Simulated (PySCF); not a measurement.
CF5In, SMILES F[C](F)([In]([F])[F])F. Atoms are numbered in the order given.

```xyz
7

In    -0.0234     0.1735     0.6374
C      0.0415    -0.4079    -1.4949
F     -0.8954     0.2282    -2.2061
F     -0.1516    -1.7250    -1.6382
F      1.2371    -0.1062    -2.0213
F     -0.9946     1.7154     1.3322
F      0.9044    -0.7848     2.0600
```
Charge 0, spin multiplicity 1.

Geometry optimised at r2SCAN-D4/def2-SVP. The structure was generated by enumeration; whether it is a known compound was not checked. The def2 effective core potentials stand for the cores of In; spin–orbit coupling is left out.

All values below come from PBE/def2-TZVP run with PySCF.

ESP charges are fitted to the potential on shells at 1.4 to 2.0 van der Waals radii. Atomic charges (e):

```
atom  Löwdin  Mulliken  ESP fit
----  ------  --------  -------
In1     0.55      0.85        ?
C2     -0.81      0.31        ?
F3      0.23     -0.10        ?
F4      0.23     -0.11        ?
F5      0.22     -0.11        ?
F6     -0.21     -0.41        ?
F7     -0.21     -0.41        ?
```

Q: Some entries are withheld; supply them. (The exact figures need the calculation; the answer reports its results.)

A: 
- In1, ESP fit: 1.02
- C2, ESP fit: -0.03
- F3, ESP fit: -0.05
- F4, ESP fit: -0.05
- F5, ESP fit: -0.05
- F6, ESP fit: -0.42
- F7, ESP fit: -0.42
